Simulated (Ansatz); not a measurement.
`B[SiH](O)[SiH3]` + `N=CCl` → `[SiH3]/N=C/Cl` + `B[SiH2]O` at 500 K and 1 bar (cleavage of the Si–Si bond).

Gas-phase electronic energies from Ansatz, PBE0-D4/def2-TZVP geometries. CCSD(T)/CBS adds triple-zeta CCSD(T) − MP2 to the extrapolated MP2 energy (def2 sets, frozen cores). This one scheme is used for every species. Each species was taken in one conformer, which may not be the lowest.

```
          species  CCSD(T)/CBS energy (Eh)  H − E (kJ/mol)  S (J/(mol·K))
`B[SiH](O)[SiH3]`               -682.33266           230.8          436.6
          `N=CCl`               -553.70684           105.7          288.6
  `[SiH3]/N=C/Cl`               -844.00397           159.9          367.8
       `B[SiH2]O`               -392.05150           169.7          351.6
```

H − E and S are ideal-gas, rigid-rotor, harmonic terms from PBE0-D4/def2-TZVP, for one conformer and one mirror image of each species. 1 Eh = 2625.50 kJ/mol, R = 8.31446 J/(mol·K).

By hand: ΔE, ΔH, ΔS and ΔG.

ΔE = (-844.00397) + (-392.05150) − (-682.33266) − (-553.70684) = -0.01597 Eh = -41.9 kJ/mol. Δ(H − E) = 159.9 + 169.7 − 230.8 − 105.7 = -6.9, so ΔH = -48.8 kJ/mol. ΔS = 367.8 + 351.6 − 436.6 − 288.6 = -5.8 J/(mol·K). ΔG = -48.8 − 500 × (-5.8)/1000 = -45.9 kJ/mol.

By hand: the equilibrium constant, and the temperature at which ΔG would vanish if ΔH and ΔS stayed fixed.

log₁₀ K = −ΔG/(RT ln 10) = 4.8. ΔG = 0 at ΔH/ΔS = 8414 K, far beyond where these terms or the molecules hold.

The number of gas molecules stays the same, so ΔS is small and ΔH decides. A doubt of 5 kJ/mol in ΔE shifts log₁₀ K by 0.5 here. Other conformers and mirror images would add mixing entropy, several J/(mol·K) or more a flexible species. These are equilibria of isolated gas molecules and say nothing of rates. Largest T1 diagnostic: 0.014 (customary marks: 0.02 for closed shells, 0.045 for open ones).
